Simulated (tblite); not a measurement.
H4Ge, triplet, at the geometry of the source list (a higher spin typed on purpose: for a closed-shell molecule this is an excited state); GFN1-xTB (tblite 0.6.0).

Here is a job for tblite.
```
$ tblite run mol.xyz --method gfn1 --charge 0 --spin 2 --json tblite.json --no-restart

# file mol.xyz
5

Ge     0.00070000    -0.00520000     0.00070000
H     -0.60280000    -0.84850000    -1.05720000
H      0.55780000    -0.85190000     1.08020000
H     -1.03980000     0.88740000     0.56100000
H      1.08410000     0.81820000    -0.58470000
```

What the program printed (banner, timings and long lists left out):

```
xTB calculator
 | screened Coulomb repulsion
 | Coulomb electrostatics
 |  * isotropic Klopman-Ohno-Mataga-Nishimoto electrostatics
 |  * onsite third-order electrostatics
 | DFT-D3(BJ) dispersion correction

halogen bonding energy    0.0000000000000E+00 Eh
repulsion energy          3.4693922868821E-02 Eh
dispersion energy        -6.6801965550553E-04 Eh
number of electrons       8.0000000000000E+00 e
integral cutoff           4.0000000000000E+01 bohr

------------------------------------------------------------
  cycle        total energy    energy error   density error
------------------------------------------------------------
      1     -3.541447392657  -3.5754733E+00   3.7859416E-01
      2     -3.545950851007  -4.5034584E-03   2.1678158E-01
      3     -3.528109722939   1.7841128E-02   1.4918564E-01
      4     -3.543000856987  -1.4891134E-02   7.0382338E-02
      5     -3.543761640154  -7.6078317E-04   6.2424831E-02
      6     -3.542381650084   1.3799901E-03   6.9178710E-02
      7     -3.547580790801  -5.1991407E-03   3.1798376E-02
      8     -3.548818756918  -1.2379661E-03   1.0733340E-02
      9     -3.548976505075  -1.5774816E-04   1.4723265E-03
     10     -3.548977758486  -1.2534102E-06   1.1756760E-03
     11     -3.548979303214  -1.5447280E-06   4.6281988E-04
     12     -3.548979564464  -2.6125015E-07   1.8164171E-04
     13     -3.548979606277  -4.1813641E-08   5.0472762E-05
     14     -3.548979608587  -2.3095312E-09   2.9595214E-05
     15     -3.548979609784  -1.1968111E-09   3.0614188E-06
------------------------------------------------------------

electronic energy        -3.5830055129970E+00 Eh
total energy             -3.5489796097837E+00 Eh

Post processing:
 | Mayer-Wiberg bond orders

[Info] JSON dump of results written to 'tblite.json'
```
